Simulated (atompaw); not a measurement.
PBE PAW (atompaw) dataset for potassium (K), scalar-relativistic all-electron reference.

- Element: K (Z = 19)
- Generator: atompaw 4.2.0.5
- Type: PAW
- Functional: PBE
- Relativity: scalar-relativistic
- Frozen core: [Ne]
- Valence charge: 9
- Reference configuration: 3s2 3p6 4s1 4p0
- Partial waves: 3s (bound): rc 1.90 bohr; 4s (bound): rc 2.20 bohr; 3p (bound): rc 2.05 bohr; 4p (bound, empty): rc 2.20 bohr; 3d channel at -0.1 Ry: rc 2.20 bohr
- Local potential: vpsmatchnc scheme with l = 3 at 1 Ry, radius 1.65 bohr
- Core correction: smooth core density matched at 1.70 bohr
- Augmentation charge: sinc compensation charge, radius 1.80 bohr; PAW radius 2.20 bohr; waves and projectors: custom rrkj gramschmidtortho

All-electron outer shells of the reference configuration (PBE, scalar-relativistic, ld1.x):

```
shell  level (eV)  outermost node (bohr)  outermost maximum (bohr)
   2s     -353.41                   0.11                      0.32
   2p     -280.12                      –                      0.26
   3s      -35.34                   0.48                      1.08
   3p      -18.81                   0.45                      1.15
   4s       -2.32                   1.59                      4.18
   4p       -0.80                   1.88                      5.71
```

Question: Does this generation succeed?

Answer: No. atompaw 4.2.0.5 stopped with "atompaw: The overlap operator has at least one negative eigenvalue!": the overlap operator built from these waves and projectors is not positive definite.
